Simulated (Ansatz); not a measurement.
Correlation energies of `C=[CH][Zn][CH3]` by basis set

```xyz
10

C     2.2331    0.5347    0.6437
C     1.5194   -0.0574   -0.3149
Zn   -0.4059   -0.1986   -0.2970
C    -2.3397   -0.3286   -0.2602
H     3.3198    0.5998    0.6086
H     1.7755    0.9891    1.5196
H     2.0933   -0.4762   -1.1431
H    -2.7588    0.2857    0.5412
H    -2.7748    0.0115   -1.2036
H    -2.6619   -1.3599   -0.0943
```

The species carries charge 0 and has multiplicity 1. For Zn the d shell is correlated and the shells below it are frozen. Scalar relativity is left out up to krypton. Geometry: relaxed with PBE0-D4/def2-TZVP. It is one conformer, not always the lowest. Frozen core, restricted reference, Ansatz.

| basis | HF (Eh) | MP2 corr. |
| --- | --- | --- |
| def2-SVP | -1894.52207 | -0.72543 |
| def2-TZVPP | -1894.89646 | -1.02374 |
| def2-QZVPP | -1894.94315 | -1.09115 |

Task: Estimate the CCSD correlation energy and the (T) correction in each basis where they were run (hartree).

Result: 
```csv
basis,CCSD corr.,(T)
def2-SVP,-0.74361,-0.02427
def2-TZVPP,-1.00705,-0.03892
```
